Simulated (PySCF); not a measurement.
ClH2Si, SMILES [SiH2]Cl (connectivity only; charge and spin as stated), charge +1, multiplicity 1. Heavy atoms are numbered as in [SiH2:1][Cl:2]. Hydrogens are named by the atom that carries them.

Geometry: PBE-D3(BJ)/def2-TZVP. The spin state was assumed, not searched. The isomer is the one that the SMILES or the coordinates give; other isomers of the formula were not compared.

These are PBE0/pcSseg-2 in PySCF values and carry that method's errors.

GIAO shieldings, no solvent; atoms alike by connectivity are averaged. δ = σ(ref) − σ: ²⁹Si against TMS (σ = 341.9 ppm); ³⁵Cl against HCl (σ = 943.3 ppm); ¹H against TMS (σ = 31.54 ppm), references at their B3LYP-D3(BJ)/def2-TZVP geometries, non-relativistic (without spin–orbit terms, shifts of atoms bonded to Cl or Br come out too high).

Question: Estimate the chemical shifts. (An estimate is asked for; the answer gives what the named calculation found.)

Answer: 
```
nucleus       atoms  count  δ (ppm)
-------  ----------  -----  -------
²⁹Si     Si1 (SiH2)      1    235.6
³⁵Cl            Cl2      1    401.8
¹H         H on Si1      2     8.12
```
